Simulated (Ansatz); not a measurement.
Calculated with Ansatz (gas phase, PBE0-D4/def2-TZVP geometries, no zero-point term in ΔE). CCSD(T)/CBS adds triple-zeta CCSD(T) − MP2 to the extrapolated MP2 energy (def2 sets, frozen cores). This one scheme is used for every species. Functionals use def2-TZVPP. One conformer a species, not always the lowest.

`CNBS` + `C[SiH3]` → `C[SiH2]BS` + CH₃NH₂  (formal exchange of groups at a B–N bond)

`CNBS`:

Cartesian coordinates in Å:
```
C 1.543 -0.246 -0.033
N 0.296 0.476 0.064
B -0.974 -0.082 -0.011
S -2.442 0.984 0.132
H 2.143 0.097 -0.882
H 2.144 -0.138 0.875
H 1.330 -1.306 -0.174
H 0.405 1.469 0.198
H -1.099 -1.259 -0.170
H -3.346 0.004 0.000
```

`C[SiH3]`:

```xyz
8

C    -0.558    0.560    0.591
Si    0.500   -0.501   -0.529
H    -1.591    0.588    0.237
H    -0.182    1.584    0.625
H    -0.560    0.165    1.610
H    -0.017   -1.896   -0.575
H     1.905   -0.541   -0.043
H     0.503    0.040   -1.916
```

`C[SiH2]BS`:

```xyz
11

C     1.117    1.355    0.286
Si   -0.260    0.125    0.630
B    -0.169   -1.477   -0.575
S    -1.514   -2.028   -1.574
H     1.058    1.731   -0.737
H     1.054    2.208    0.966
H     2.095    0.885    0.419
H    -1.586    0.797    0.478
H    -0.166   -0.338    2.047
H     0.808   -2.157   -0.687
H    -2.437   -1.101   -1.253
```

CH₃NH₂:

Cartesian coordinates in Å:
```
C 0.402 -0.401 0.023
N -0.802 0.405 0.129
H 1.240 0.071 -0.509
H 0.167 -1.337 -0.489
H 0.750 -0.665 1.025
H -1.148 0.652 -0.790
H -0.609 1.274 0.611
```

CCSD(T)/CBS gives +1.38 eV.

Q: Another level gave +1.35 eV. Which?
A. HF/def2-TZVPP
B. CCSD(T)/def2-TZVPP
C. SCS-MP2/def2-TZVPP
D. PBE0-D4/def2-TZVPP

A: D. PBE0-D4 1.35, SCS-MP2/def2-TZVPP 1.46, CCSD(T)/def2-TZVPP 1.39, HF/def2-TZVPP 1.52 eV.

Largest T1 diagnostic among the species: 0.014.

At CCSD(T), def2-SVP lies +0.16 eV from the extrapolated value and def2-TZVPP +0.02 eV. From BLYP to BHLYP (50 % exact exchange), in def2-TZVPP and without D4, ΔE moves by +0.08 eV. In def2-TZVPP, CCSD(T) changes the Hartree–Fock value by −0.12 eV (the triples alone add −0.02 eV) and MP2 by −0.05 eV.
